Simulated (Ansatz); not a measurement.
Species: trifluoro(trifluoromethyl)silane, CF$_{6}$Si (charge 0, singlet). 
Structure (B3LYP-D3(BJ)/def2-TZVP (Ansatz, an electronic-structure program) minimum search):
```xyz
8

F      1.4643    -1.3601    -0.1426
C      1.0665    -0.0767    -0.0192
F      1.5899     0.6125    -1.0543
F      1.6144     0.4117     1.1130
Si    -0.8418     0.0606     0.0151
F     -1.2483     1.5706     0.1596
F     -1.4254    -0.5204    -1.3221
F     -1.3965    -0.7573     1.2357
```
Charge 0, spin multiplicity 1.

Quantity: atomisation energy (electronic, to ground-state atoms), in kJ/mol. Correlated levels leave the core frozen unless marked. Open shells are spin-unrestricted. Spin-orbit coupling is left out. Non-relativistic. The coupled-cluster limit lacks core correlation, which all-electron functionals hold. Basis-set limits of correlation are two-point, X^-3; Hartree-Fock from the larger set.

| level | program | atomisation energy (kJ/mol) |
|---|---|---|
| revPBE-D3(BJ)/def2-TZVPD | Ansatz + dftd3 | 3457.7 |
| revPBE/def2-TZVPD | Ansatz | 3422.4 |
| r2SCANh/def2-TZVPD | Ansatz | ? |
| wB97M-V/def2-TZVPD | Ansatz | ? |
| SCS-MP2/STO-3G | Ansatz | 2326.1 |
| SCS-MP2/6-31G* | Ansatz | 3379.5 |
| SCS-MP2/cc-pV(Q+d)Z | Ansatz | 3577.0 |
| CCSD(T)/CBS(cc-pV(T+d)Z,cc-pV(Q+d)Z) | Ansatz | ? |

Q: Fill in the missing entries.

A: 
- r2SCANh/def2-TZVPD, atomisation energy (kJ/mol): 3477.6
- wB97M-V/def2-TZVPD, atomisation energy (kJ/mol): 3516.2
- CCSD(T)/CBS(cc-pV(T+d)Z,cc-pV(Q+d)Z), atomisation energy (kJ/mol): 3538.3
